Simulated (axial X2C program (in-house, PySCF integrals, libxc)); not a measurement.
The numbers below are computed, except where a source is named.
**NaRh: input and output**

Program: an axial X2C code built on PySCF integrals.

Input file and command:
```json
{"zs": [45, 11], "q": 0, "bas": ["dyall-cv3z", "dyall-cv3z"], "levels": ["PBE0", "HF", "r2SCAN"], "cc": true, "r0": 2.8, "thr": -1.0, "nmax": 90, "npts": 10, "nst": 2, "ntry": 6}
```
```bash
python so2c.py task.json out
```

Keys: zs atomic numbers; q charge; bas basis sets; levels methods; cc coupled cluster on or off; r0 starting distance in Å; thr threshold in hartree for freezing inner shells (an s shell follows its p shell); nmax most natural virtual spinors; npts points on the curve; nst determinants followed; ntry starts of the search. HF also brings MP2.

Output of the r2SCAN step, without spin–orbit coupling, at R = 2.739 Å for the state M_S = 1, Λ = 2. It starts from PBE0 orbitals of this distance.

```
spin-free X2C-1e  r2SCAN
basis functions 222  fitting functions 995  grid points 5083
iter        total energy     max residual
   1      -4946.171812875     1.57e-01
   2      -4946.174370549     4.19e-03
   3      -4946.174516960     9.88e-03
   4      -4946.174550525     1.97e-03
   5      -4946.174570566     4.06e-03
   6      -4946.174580594     2.94e-03
   7      -4946.174583610     3.69e-04
   8      -4946.174583990     4.09e-04
   9      -4946.174584106     5.58e-05
  10      -4946.174584161     1.23e-04
  11      -4946.174584177     3.87e-05
  12      -4946.174584180     3.77e-06
converged
one-electron -7017.24315020  Coulomb 2129.90007163  exact exchange 0.00000000  xc functional -154.46594133  nuclear repulsion 95.63443571
```
Energies are in hartree; totals compare only within one Hamiltonian and basis. The determinant is spin-polarised beyond a pure state at some levels (its spin-free form has ⟨S²⟩ too high), which makes Re and μ there less reliable.
